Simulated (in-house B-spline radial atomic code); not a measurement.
Radial electron density of Ce, [Xe] 4f1 5d1 6s2. Level of theory: Dirac-Kohn-Sham LDA VWN5, spherical fractional occupations, Fermi nucleus of rms radius 4.8771 fm, inside a hard spherical wall at 2.8 bohr; calculated with a B-spline radial code for spherical atoms.

Columns: r (bohr), 4πr²n(r) (electrons per bohr), bar.

```
0.000898    2.326 #
 0.00109    3.234 #
 0.00132    4.455 ##
  0.0016    6.113 ###
 0.00193    8.265 ####
 0.00234    11.17 #####
 0.00284    14.98 #######
 0.00343    19.69 #########
 0.00416    25.67 ###########
 0.00504    32.82 ##############
  0.0061    41.04 ##################
 0.00739    50.07 ######################
 0.00895    59.25 ##########################
  0.0108    67.49 ##############################
  0.0131       74 #################################
  0.0159    77.42 ##################################
  0.0192    77.19 ##################################
  0.0233    73.93 #################################
  0.0282    69.83 ###############################
  0.0342    68.16 ##############################
  0.0414    71.97 ################################
  0.0502    81.72 ####################################
  0.0607    93.25 #########################################
  0.0736    99.83 ############################################
  0.0891    95.99 ##########################################
   0.108    84.03 #####################################
   0.131    74.24 #################################
   0.158    75.54 #################################
   0.192    84.26 #####################################
   0.232    84.81 #####################################
   0.281    68.15 ##############################
   0.341     44.2 ###################
   0.412    31.99 ##############
   0.499    33.96 ###############
   0.605    36.57 ################
   0.733    30.28 #############
   0.887     20.3 #########
    1.07    14.02 ######
     1.3     11.2 #####
    1.58    9.356 ####
    1.91    7.816 ###
    2.31    4.142 ##
    2.77  0.02054
```

On this grid the curve has 4 maxima, near 0.0159, 0.0736, 0.232, 0.605 bohr.

The 5d5/2 radial function P(r) = rR(r), positive near the nucleus, with its small component Q(r) (sign convention: Q ≈ (P' + κP/r)/2c):

```csv
r (bohr),P,Q
0.00895,0.0009616,-6.694e-05
0.0131,0.002758,-0.0001905
0.0192,0.007661,-0.0005239
0.0282,0.02033,-0.001372
0.0414,0.05003,-0.003325
0.0607,0.1103,-0.00722
0.0891,0.2088,-0.01353
0.131,0.3119,-0.02056
0.192,0.3067,-0.02288
0.281,0.06382,-0.01498
0.412,-0.3446,0.0005766
0.605,-0.5029,0.01105
0.887,-0.07437,0.008234
1.3,0.6576,-0.0007326
1.91,0.9518,-0.006567
2.77,0.04412,-0.005537
```
